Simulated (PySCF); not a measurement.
**Spinor energies of Ti⁺ (titanium, charge +1)**

Start: [Ar] 3d1 4s2; 3d5/2 filled at m_j = +5/2. Calculated with PySCF 2.14 in x2c-SVPall-2c with one added diffuse shell each of s, d type (6s5p4d1f, 48 functions): generalised Hartree-Fock with the X2C-1e Hamiltonian and a Gaussian nucleus; one run each with spin-orbit coupling (SO) switched off, then screened by Boettger's factors. This is a chosen level, not necessarily the ground level.

```csv
spinor shell,electrons,"ε, spin-free (eV)","ε, screened SO (eV)",weight of nominal j (screened SO),"rms radius, screened SO (bohr)"
1s1/2,2,-5032.6,-5032.6,1.000,0.0805
2s1/2,2,-605.99,-605.99,1.000,0.350
2p1/2,2,-501.86,-505.74,0.997,0.318
2p3/2,4,-501.86,-499.95,0.999,0.321
3s1/2,2,-93.966,-93.970,1.000,1.07
3p3/2,4,-63.248,-63.061,0.862,1.17
3p1/2,2,-63.248,-63.637,0.724,1.16
3d5/2,1,-25.391,-25.371,1.000,1.44
4s1/2,2,-14.027,-14.028,0.999,3.44
```

```tsv
quantity	spin-free	screened SO
E (hartree)	-852.26361	-852.26721
M_J	5/2	5/2
⟨J²⟩	8.762	8.762
⟨L²⟩	6.011	6.011
⟨S²⟩	0.751	0.751
```

Each row is a mean over spinors that exchange with the open shell spreads, by up to 5.236 eV (3p3/2).

Rows whose weight is well below 1 are mixtures of j = l ± 1/2: exchange outweighs spin-orbit coupling there, and the label is only the starting occupation.

Without spin-orbit coupling the j labels of p, d and f shells carry no meaning; the spin-free column gives the mean over the occupied spinors of each nl shell.
